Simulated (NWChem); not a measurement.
System: SnH2OF2; SMILES [OH][SnH]([F])[F]

Here is an NWChem input.

```
start job
memory heap 200 mb stack 900 mb global 1100 mb
geometry units angstroms noautoz
  Sn    -0.002379     0.000670    -0.225285
  O      1.761104    -0.199210     0.592167
  F     -1.140061    -1.384937     0.478611
  F     -0.807360     1.599997     0.484473
  H      0.042018     0.000654    -1.915778
  H      1.725097    -0.212007     1.557111
end
basis spherical
  * library def2-svp
end
ecp
  Sn library def2-ecp
end
dft
  xc xwpbe 1.00 cpbe96 1.0 hfexch 1.00
  cam 0.4 cam_alpha 0.0 cam_beta 1.0
  iterations 150
  mulliken
end
task dft energy
```

The geometry was optimised at PBE0/def2-SVP. def2 effective core potentials on Sn; no spin-orbit coupling.

**Question.** Give the results of this calculation. (LC-wPBE (HJS exchange hole, range parameter 0.4 per bohr)/def2-SVP with def2 effective core potentials on Sn.) Quantities: energy (Ha); highest occupied level (eV); orbital gap (eV); dipole (D).

**Answer.** 
| Item | Result |
|---|---|
| energy (Ha) | -490.11 |
| highest occupied level (eV) | -12.32 |
| orbital gap (eV) | 13.15 |
| dipole (D) | 1.76 |
